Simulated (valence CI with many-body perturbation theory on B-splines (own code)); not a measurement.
# Zr26+: what the settings do

Computed by relativistic CI+MBPT: four valence electrons over a frozen Dirac-Fock core [Ne], a basis of 6 s, 6 p, 5 d, 3 f, 1 g functions for each j, with the one-electron correlation potential Σ1, the two-electron term Σ2, the three-electron term Σ3, Breit, model QED; selected CI, second order for the rest, scaled by the run's own slope (own B-spline code, finite nucleus).

The last digits are not significant, and no measured levels were compared; by estimate large intervals hold to a few tenths of a per cent, small ones and those within an open d or f shell to about a per cent.

The reference run has the lowest level (3s^2 3p1/2^2) J=0 and an ionisation energy of 1343.14 eV. Its largest variational space holds 9998 state functions.

Levels are named by their leading jj configuration (3d3/2^4 stands for four electrons in 3d with j = 3/2), which in mixed levels can hold well under half, so a name can repeat and another be missing. Letters in brackets count levels of one name in rising energy.

| Level | Reference (cm⁻¹) | Shift (cm⁻¹) |
| --- | --- | --- |
| (3s^2 3p1/2 3p3/2) J=1 | 123794 | +7.9 |
| (3s^2 3p1/2 3p3/2) J=2 | 156243 | +8.2 |
| (3s^2 3p3/2^2) J=2 | 305342 | +16 |
| (3s^2 3p3/2^2) J=0 | 384426 | +16 |
| (3s 3p1/2^2 3p3/2) J=2 | 613876 | +24 |
| (3s 3p1/2^2 3p3/2) J=1 | 730298 | +26 |
| (3s 3p1/2 3p3/2^2) J=2 [a] | 760494 | +29 |
| (3s 3p1/2 3p3/2^2) J=3 | 804172 | +31 |
| (3s 3p1/2 3p3/2^2) J=2 [b] | 873059 | +35 |
| (3s 3p1/2 3p3/2^2) J=0 | 876440 | +32 |
| (3s 3p1/2 3p3/2^2) J=1 [a] | 892174 | +33 |
| (3s^2 3p1/2 3d3/2) J=2 | 952912 | +38 |

The ionisation energy moves by +0.0045 eV.

Which of these changes was made?
A. correlating orbitals by l 3 3 3 2 1 → 4 4 0 0 0; averaging of valence orbitals over low configurations on → off
B. cutoff of virtual states (hartree) 3200 → 50000
C. core polarisation of operators on → off

B. cutoff of virtual states (hartree) 3200 → 50000.
